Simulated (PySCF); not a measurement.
A structure optimised at PBE-D3(BJ)/def2-SVP, used in a PySCF frequency run:

```
Si
F 1 1.6240
O 1 1.6492 2 111.01
H 3 0.9742 1 115.70 2 77.20
Cl 1 2.0416 2 108.23 3 -117.57
Br 1 2.2157 2 106.76 3 122.16
```
Charge 0, spin multiplicity 1.

Problem. Write its SMILES and formula.

Solution. O[Si](F)(Cl)Br, BrClFHOSi

Problem. What are its rotational constants (standard atomic weights)?

Solution. 2.7046, 1.2240, 1.0809 GHz
